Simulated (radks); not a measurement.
All-electron atom: Mn I in [Ar] 3d5 4s2. Calculated with a radial shooting solver on a logarithmic mesh with Libxc functionals: scalar-relativistic Kohn-Sham, PBEsol, spin-polarised, spherical densities, finite nucleus; open shells are filled with parallel spins first; Fermi nuclear charge, rms radius 3.7057 fm.

Unscreened Slater integrals over Kohn-Sham orbitals (eV). They are taken over the spin-up orbitals.

integral     value
F0(4s,4s)   8.2217
F0(4s,3d)   10.418
G2(4s,3d)   1.3768
F0(4s,3p)   10.711
G1(4s,3p)  0.59528
F0(4s,3s)   10.757
G0(4s,3s)  0.42160
F0(3d,3d)   21.466
F2(3d,3d)   9.6959
F4(3d,3d)   5.9893
F0(3d,3p)   23.946
F2(3d,3p)   11.115
G1(3d,3p)   13.795
G3(3d,3p)   8.2979
F0(3d,3s)   24.529
G2(3d,3s)   10.412
F0(3p,3p)   27.224
F2(3p,3p)   13.597
F0(3p,3s)   27.965
G1(3p,3s)   18.521
F0(3s,3s)   28.779

Derived for the open shells (J is the average intra-shell exchange parameter used in DFT+U). 3d: Racah B = F2/49 - 5 F4/441 = 0.1300 eV, C = 35 F4/441 = 0.4753 eV, C/B = 3.66, F4/F2 = 0.618, J = (F2 + F4)/14 = 1.120 eV.
